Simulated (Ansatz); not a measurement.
`C[SiH](Cl)S[SiH2]Cl` + `OC=S` → `C[SiH](Cl)OC=S` + `S[SiH2]Cl`  (ligand exchange at the Si–S bond)

Calculated with Ansatz (gas phase, PBE0-D4/def2-TZVP geometries, no zero-point term in ΔE). CBS: MP2 limit from def2 TZ/QZ plus the TZ coupled-cluster correction, frozen cores. This one scheme is used for every species. Functionals use def2-TZVPP. B3LYP here is the variant with VWN-RPA as its local correlation; programs differ in this. One conformer a species, not always the lowest.

`C[SiH](Cl)S[SiH2]Cl`:

Z-matrix (Å, degrees):
```
C
Si 1 1.852
H 1 1.092 2 110.0
H 1 1.093 2 110.1 3 -119.7
H 1 1.092 2 110.7 3 120.1
Cl 2 2.059 1 110.0 3 -60.3
S 2 2.138 1 107.0 3 179.4
H 2 1.478 1 112.9 3 58.1
Si 7 2.125 2 101.4 1 170.9
Cl 9 2.052 7 112.2 2 54.8
H 9 1.476 7 111.7 2 -65.4
H 9 1.478 7 105.4 2 172.9
```

`OC=S`:

```xyz
5

O     0.414   -0.524    0.754
C    -0.187    0.036   -0.294
S    -1.027   -0.785   -1.388
H     0.860    0.152    1.279
H    -0.059    1.122   -0.351
```

`C[SiH](Cl)OC=S`:

```xyz
11

C    -0.809    0.519    1.645
Si    0.511    0.080    0.443
Cl    1.527    1.745   -0.193
O    -0.249   -0.619   -0.867
C     0.190   -0.779   -2.112
S    -0.567   -1.650   -3.229
H    -0.374    0.966    2.542
H    -1.363   -0.377    1.936
H    -1.508    1.232    1.203
H     1.519   -0.870    0.957
H     1.122   -0.248   -2.325
```

`S[SiH2]Cl`:

```xyz
6

S    -0.547   -1.473   -0.661
Si   -0.127    0.341    0.353
Cl    0.222    1.910   -0.925
H     0.710   -1.630   -1.112
H     1.078    0.212    1.201
H    -1.338    0.641    1.145
```

```json
{"level": "PBE0-D4", "ΔE (kcal/mol)": "-3.3"}
{"level": "B2PLYP", "ΔE (kcal/mol)": "-7.9"}
{"level": "PBE", "ΔE (kcal/mol)": "-4.1"}
{"level": "B3LYP", "ΔE (kcal/mol)": "-8.7"}
{"level": "CCSD/def2-TZVPP", "ΔE (kcal/mol)": "-8.0"}
{"level": "CCSD(T)/def2-TZVPP", "ΔE (kcal/mol)": "-7.0"}
{"level": "HF/def2-QZVPP", "ΔE (kcal/mol)": "-12.0"}
{"level": "HF/CBS(def2)", "ΔE (kcal/mol)": "-12.1"}
```

(1) What does CCSD(T)/CBS give? (Estimate.)

Largest T1 diagnostic among the species: 0.018.

## Answers

(1) Ansatz gave: -5.9 kcal/mol. The listed levels differ from it by 2.6, -2.0, 1.8, -2.8, -2.1, -1.1, -6.1, -6.2 kcal/mol.

In def2-TZVPP, CCSD(T) changes the Hartree–Fock value by +4.7 kcal/mol (the triples alone add +1.0 kcal/mol) and MP2 by +6.1 kcal/mol. The D4 term adds +2.6 kcal/mol with B3LYP and +1.4 kcal/mol with PBE0; it sums over pairs of atoms, weighted by their polarisabilities, and B3LYP, whose exchange is more repulsive, gets the larger term.
